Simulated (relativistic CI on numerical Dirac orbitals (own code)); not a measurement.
# Cu²⁺: 3p photoemission

Computed with this model: Dirac-Coulomb-Breit CI, orbitals from a KLI potential per configuration, model QED (radiative potential, 1s self-energy scaled to tabulated hydrogen-like ionisation energies), valence Slater integrals scaled by 0.8, multiplet model of photoemission in the sudden approximation; configurations [Ar] 3d9 → [Ne] 3s2 3p5 3d9; 300 K; Lorentzian 0.56 eV and Gaussian 0.6 eV FWHM. Energies are those of the free ion, without screening or charge transfer. The energies are binding energies and can lie tens of eV above those of solids. S is read from ⟨S²⟩ = S(S + 1).

Field parameters in Wybourne normalisation: D3d B²₀ = −7Dσ, B⁴₀ = −14Dq − 21Dτ, B⁴₃ = −14√(10/7) Dq; Oh B⁴₀ = 21Dq, B⁴₄ = √(5/14) B⁴₀; Td as Oh with Dq negative (B⁴₀ = 21Dq, B⁴₄ = √(5/14) B⁴₀). The field is a parameter set, without covalency.

Computed curve for Td, 10Dq = -8650 cm⁻¹, scaled to 100 at the maximum (points under 2 are left out and the grid is thinned):

```csv
Energy (eV),Intensity
105.2,2.0
105.7,2.8
106.1,4.0
106.6,6.8
107.0,12.7
107.5,40.7
107.9,88.3
108.4,88.8
108.8,67.9
109.3,55.6
109.7,36.9
110.2,14.3
110.6,9.8
111.1,8.3
111.6,6.0
112.0,6.3
112.5,10.1
112.9,20.3
113.4,58.0
113.8,91.3
114.3,59.3
114.7,35.2
115.2,42.6
115.6,29.1
116.1,9.7
116.5,5.2
117.0,3.3
117.5,2.5
117.9,2.3
118.4,2.3
118.8,2.7
119.3,4.2
119.7,8.9
120.2,23.1
120.6,29.2
121.1,34.6
121.5,26.6
122.0,9.8
122.4,4.3
122.9,2.2
```

The ground state has S = 0.50, and the centroid lies at 112.62 eV.
